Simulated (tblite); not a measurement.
A tight-binding relaxation on `C[S][GeH2][C]1=CC[C@@H]1F`.

Computed with GFN2-xTB geometry optimisation, gas phase (tblite 0.8.0). Start geometry: from a force field or distance geometry. A driver script takes a list of jobs; this job's settings line and coordinates (Å) are shown.

Command:
```bash
OMP_NUM_THREADS=1 python probes_run.py task.json out
```

Input:
```
{"job": {"kind": "relax", "xc": "GFN2-xTB", "basis": "xTB"}, "charge": 0, "multiplicity": 1}
C      2.615600     0.266300     0.744900
S      2.683800     0.006400    -1.060900
Ge     0.854500    -1.247900    -1.096700
C     -0.650400    -0.190200    -0.515100
C     -1.254700     0.978900    -0.932300
C     -2.253900     0.902200     0.168500
C     -1.626600    -0.304900     0.610400
F     -0.996600    -0.165000     1.846900
H      3.488900     0.867100     1.062900
H      1.677400     0.821800     1.012200
H      2.625600    -0.705600     1.277800
H      1.015700    -2.471000    -0.163100
H      0.582800    -1.728400    -2.539000
H     -1.067400     1.674700    -1.755000
H     -3.285700     0.761700    -0.209200
H     -2.146300     1.754600     0.892800
H     -2.269900    -1.208700     0.544000
```

Output:
```
step      E/eV     max force
  0    -684.08945    4.464
  1    -684.38811    1.128
  2    -684.43934    0.630
  3    -684.48523    0.510
  4    -684.50865    0.364
  5    -684.52948    0.224
  6    -684.53578    0.170
  7    -684.54071    0.176
  8    -684.54336    0.128
  9    -684.54540    0.107
... (21 lines left out)
 31    -684.56642    0.034
 32    -684.56667    0.038
 33    -684.56693    0.040
 34    -684.56712    0.030
 35    -684.56722    0.021
 36    -684.56729    0.019
 37    -684.56735    0.019
 38    -684.56741    0.018
 39    -684.56744    0.011
 40    -684.56745    0.008
```

«max force» is the largest atomic force in eV/Å.

Task: From which step on does the largest force stay under 0.1 eV/Å, and how much energy is left to gain from there?

Result: From step 19 (0.087 eV/Å), 8.4 meV above the end.

Summary of the converged run: energy lowered by 11.0 kcal/mol over 40 steps; largest atomic force 0.008 eV/Å at the end.

Task: Give the final coordinates.

Result: 0.117 Å rms from the input after alignment:
```
atom  x, y, z in Å
C1     2.6467    0.3006    0.8070
S2     2.7069   -0.0951   -0.9762
Ge3    0.8388   -1.2578   -1.1377
C4    -0.7007   -0.1908   -0.6010
C5    -1.3032    0.9413   -0.9822
C6    -2.2714    0.9755    0.1663
C7    -1.6173   -0.3598    0.5892
F8    -0.9787   -0.3418    1.8060
H9     3.5191    0.9117    1.0120
H10    1.7417    0.8546    1.0377
H11    2.6889   -0.6141    1.3909
H12    0.8732   -2.4627   -0.2264
H13    0.7189   -1.7194   -2.5639
H14   -1.1718    1.6066   -1.8167
H15   -3.3308    0.9258   -0.0833
H16   -2.1014    1.7772    0.8831
H17   -2.2657   -1.2398    0.5846
```

Hardware: Arm Neoverse V2, one thread, shared host. Cost: 0.29 s.
Labels such as C1 count atoms from 1, the log's own numbers from 0.
